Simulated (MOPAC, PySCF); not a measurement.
Precursor series Mo Cl-NH2. All species are isolated molecules in the gas phase. One relaxed conformer stands for each flexible species; it need not be the lowest.

Quantity: redistribution energy (mixed species minus the weighted end members), in kcal/mol. Semi-empirical values (MOPAC) are differences of heats of formation.

Level 1: B3LYP/6-31G* (LANL2DZ on Mo) // TPSS-D3(BJ)/def2-SVP (PySCF)
Level 2: M06-2X/6-31G* (LANL2DZ on Mo) // TPSS-D3(BJ)/def2-SVP (PySCF)
Level 3: PBE/6-31G* (LANL2DZ on Mo) // TPSS-D3(BJ)/def2-SVP (PySCF)
Level 4: AM1 // TPSS-D3(BJ)/def2-SVP (MOPAC)

```csv
species,level 2,level 3,level 4
3 of 6 Cl replaced by NH2: [Mo(Cl)3(NH2)3],-35.6,-27.5,-31.8
1 of 6 Cl replaced by NH2: [Mo(Cl)5(NH2)],-16.6,-10.6,-16.9
2 of 6 Cl replaced by NH2: [Mo(Cl)4(NH2)2],-26.3,-15.7,-23.0
4 of 6 Cl replaced by NH2: [Mo(Cl)2(NH2)4],-29.9,-22.4,-28.4
```

Question: What does level 1 give for each?

Answer: 
- 3 of 6 Cl replaced by NH2: [Mo(Cl)3(NH2)3]: -30.5
- 1 of 6 Cl replaced by NH2: [Mo(Cl)5(NH2)]: -12.6
- 2 of 6 Cl replaced by NH2: [Mo(Cl)4(NH2)2]: -19.1
- 4 of 6 Cl replaced by NH2: [Mo(Cl)2(NH2)4]: -25.1
